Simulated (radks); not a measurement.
The numbers below are computed, except where a source is named.
Question: These are the eigenvalues of the occupied orbitals of an atom or ion with whole-number occupations (eV). Code: a radial shooting solver on a logarithmic mesh with Libxc functionals. Model: scalar-relativistic Kohn-Sham, PBE, spin-unpolarised, spherical densities, point nucleus.

| orbital | eigenvalue |
|---|---|
| 1s | -4496.058 |

Which element is it, and in what charge state? The configuration may be excited.

Answer: Z = 19, potassium, charge +17: K17+ in [He]. The 1s level, -165.23 hartree, gives Z - s = 18.2 by -(Z - s)^2/2, which with screening and relativity narrows Z to a few neighbours, and the depths must fix Z and the occupations together.
